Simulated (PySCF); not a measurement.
Electronic absorption of C6H5GaO

Species: C6H5GaO.
Structure used (PBE0-D3(BJ)/def2-SVP), in Å, numbered top down from 1:
```xyz
13
C6H5GaO angstrom
C     -3.195    1.656   -0.101
C     -2.199    0.962   -0.115
C     -1.050    0.141   -0.133
C     -0.872   -1.192   -0.410
C      0.519   -1.446   -0.255
C      1.108   -0.258    0.106
Ga     2.942    0.333    0.521
O      0.148    0.703    0.177
H     -4.075    2.271   -0.088
H     -1.655   -1.893   -0.688
H      1.023   -2.401   -0.395
H      3.455    0.253    2.001
H      3.848    0.872   -0.639
```

Level of theory: TDDFT CAM-B3LYP/def2-SVPD, vertical, gas phase, core orbitals frozen in the response in PySCF 2.14.0, density-fitted response routines. The CAM-B3LYP/def2-SVPD calculation is non-relativistic and has no spin–orbit coupling, an omission that weighs most on gallium.

Question: Predict the UV-vis stick spectrum at this level.

Answer: 

```csv
state,E (eV),λ (nm),f,symmetry,"main configurations (H = HOMO, L = LUMO)"
S1,3.82,325.0,0.0001,–,H→L (92%)
S2,5.02,246.9,0.472,A′,H→L+1 (92%)
S3,5.40,229.8,0.0000,–,"H-3→L (40%), H→L+5 (28%), H-5→L (8%)"
S4,5.50,225.6,0.0000,–,"H→L+5 (35%), H-3→L (33%), H-5→L (9%)"
S5,5.56,223.2,0.0096,A′,"H-4→L (70%), H-2→L (27%)"
S6,5.91,209.7,0.0000,–,H-2→L+1 (81%)
```

The lowest singlet comes at 325 nm (368 kJ/mol) in the ultraviolet; it is dark (f under 0.0005); its leading configuration is HOMO→LUMO (92%). The most intense listed level is S2 at 5.02 eV (247 nm, f = 0.472), 1.21 eV above S1. Löwdin shares by element: HOMO carbon 65% or more (atoms not listed hold the other 35%); LUMO gallium 63%, hydrogen 19% or more, carbon 9% or more. The listed states span 2.10 eV, and the widest gap between neighbours is 1.21 eV (S1 to S2). The oscillator strengths of these states sum to 0.482; summed over the whole spectrum of an exact calculation they would give the number of electrons, 80 (Thomas–Reiche–Kuhn). Weighted by f, the mean energy of these states is 5.03 eV. Symmetry labels in Cs follow from the direction of the transition dipole and are given only for states with f of 0.002 or more. The window holds the lowest 6 singlets.
